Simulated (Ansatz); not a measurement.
`O[BH][GaH2]` + H₂O → `[OH][GaH2]` + `BO` at 400 K and 1 bar (formal hydrolysis of a Ga–B bond).

Calculated with Ansatz (gas phase, PBE0-D4/def2-TZVP geometries, no zero-point term in ΔE). CCSD(T)/CBS adds triple-zeta CCSD(T) − MP2 to the extrapolated MP2 energy (def2 sets, frozen cores). This one scheme is used for every species. For Ga outer-core shells are correlated without core-valence functions, which leaves a few kJ/mol of doubt a bond. Scalar relativity is left out up to krypton. One conformer a species, not always the lowest.

```csv
species,CCSD(T)/CBS energy (Eh),H − E (kJ/mol),S (J/(mol·K))
`O[BH][GaH2]`,-2026.31965,130.6,328.4
H₂O,-76.37941,69.8,198.6
`[OH][GaH2]`,-2000.92981,89.0,281.3
`BO`,-101.80414,108.2,244.0
```

H − E and S are ideal-gas, rigid-rotor, harmonic terms from PBE0-D4/def2-TZVP, for one conformer and one mirror image of each species. 1 Eh = 2625.50 kJ/mol, R = 8.31446 J/(mol·K).

Task: By hand: ΔE, ΔH, ΔS and ΔG.

Result: ΔE = (-2000.92981) + (-101.80414) − (-2026.31965) − (-76.37941) = -0.03489 Eh = -91.6 kJ/mol. Δ(H − E) = 89.0 + 108.2 − 130.6 − 69.8 = -3.2, so ΔH = -94.8 kJ/mol. ΔS = 281.3 + 244.0 − 328.4 − 198.6 = -1.7 J/(mol·K). ΔG = -94.8 − 400 × (-1.7)/1000 = -94.1 kJ/mol.

Task: By hand: the equilibrium constant, and the temperature at which ΔG would vanish if ΔH and ΔS stayed fixed.

Result: log₁₀ K = −ΔG/(RT ln 10) = 12.3. ΔG = 0 at ΔH/ΔS = 55765 K, far beyond where these terms or the molecules hold.

The number of gas molecules stays the same, so ΔS is small and ΔH decides. A doubt of 5 kJ/mol in ΔE shifts log₁₀ K by 0.7 here. Other conformers and mirror images would add mixing entropy, several J/(mol·K) or more a flexible species. These are equilibria of isolated gas molecules and say nothing of rates. Largest T1 diagnostic: 0.015 (customary marks: 0.02 for closed shells, 0.045 for open ones).
